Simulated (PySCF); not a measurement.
Planning an excited-state job on `BCO[SiH2][SiH3]`.

Method: TDDFT PBE/def2-SVPD, vertical, gas phase, core orbitals frozen in the response (PySCF 2.14.0, density-fitted response routines). Geometry: PBE0-D3(BJ)/def2-SVP. Work: 10 singlets by full TDDFT, 4 Tamm–Dancoff triplets, polarisability, ΔSCF ions, density fitting. The command runs a driver script over a list of jobs; the input below is this job's line of settings and its coordinates in Å.

Command:
```bash
OMP_NUM_THREADS=1 python probes_run.py task.json out
```

Input:
```
{"job": {"kind": "uv", "xc": "PBE", "basis": "def2-SVPD", "ip": true}, "charge": 0, "multiplicity": 1}
B     -2.661613     0.290106     0.173456
C     -1.570765     1.056859    -0.627128
O     -0.244567     1.031669    -0.151825
Si     0.764687    -0.286653    -0.325405
Si     2.754732     0.253405     0.777295
H     -3.797544     0.333954    -0.240836
H     -2.416836    -0.309592     1.193563
H     -1.632584     0.777338    -1.702937
H     -1.916715     2.114152    -0.629549
H      1.001316    -0.570307    -1.780900
H      0.137875    -1.520004     0.257052
H      2.492686     0.499326     2.228021
H      3.721260    -0.881893     0.647665
H      3.365974     1.477417     0.175418
```

Hardware: one thread of an Arm Neoverse V1, shared host with 32 logical CPUs at a one-minute load of 33. PySCF's memory limit was set to 1760 MB.

Question: How large is the basis?

Answer: 183 functions for 56 electrons, with 693 fitting functions; the fitted three-index integrals, 693 × 183 × 184/2 numbers of 8 bytes, come to 89 MiB.

Question: Estimate the wall time.

Answer: About 2.0 min. The SCF took 14 cycles.

Question: How much memory does it need at the peak?

Answer: About 0.64 GiB. Peak memory is the resident size of the whole Python process, interpreter and libraries included.

The SCF part of the output:
```
coarse grid: 12088 points
cycle   1  E = -721.5523110247  dE =  4.869e-02  |g| = 6.947e-01  |ddm| = 4.680e+00
cycle   2  E = -720.9310364086  dE =  6.213e-01  |g| = 1.841e+00  |ddm| = 3.379e+00
cycle   3  E = -721.6499790729  dE = -7.189e-01  |g| = 1.236e-01  |ddm| = 2.811e+00
cycle   4  E = -721.6535466800  dE = -3.568e-03  |g| = 6.257e-02  |ddm| = 2.974e-01
cycle   5  E = -721.6546561382  dE = -1.109e-03  |g| = 1.852e-02  |ddm| = 1.119e-01
cycle   6  E = -721.6547492838  dE = -9.315e-05  |g| = 4.325e-03  |ddm| = 2.698e-02
cycle   7  E = -721.6547540515  dE = -4.768e-06  |g| = 9.757e-04  |ddm| = 7.049e-03
final grid: 105824 points
cycle   8  E = -721.7840665011  dE = -1.285e-05  |g| = 1.258e-02  |ddm| = 9.522e-02
cycle   9  E = -721.7839656089  dE =  1.009e-04  |g| = 2.629e-02  |ddm| = 3.606e-02
cycle  10  E = -721.7840958451  dE = -1.302e-04  |g| = 2.674e-03  |ddm| = 2.544e-02
cycle  11  E = -721.7840977497  dE = -1.905e-06  |g| = 2.674e-04  |ddm| = 3.516e-03
cycle  12  E = -721.7840977677  dE = -1.805e-08  |g| = 7.557e-05  |ddm| = 5.898e-04
cycle  13  E = -721.7840977697  dE = -1.937e-09  |g| = 1.224e-05  |ddm| = 1.553e-04
cycle  14  E = -721.7840977697  dE = -5.116e-11  |g| = 2.992e-06  |ddm| = 2.909e-05
converged SCF energy = -721.7840977697
```

On the final grid dE counts from the start density on that grid.

Times come from a shared host and carry two figures at best.
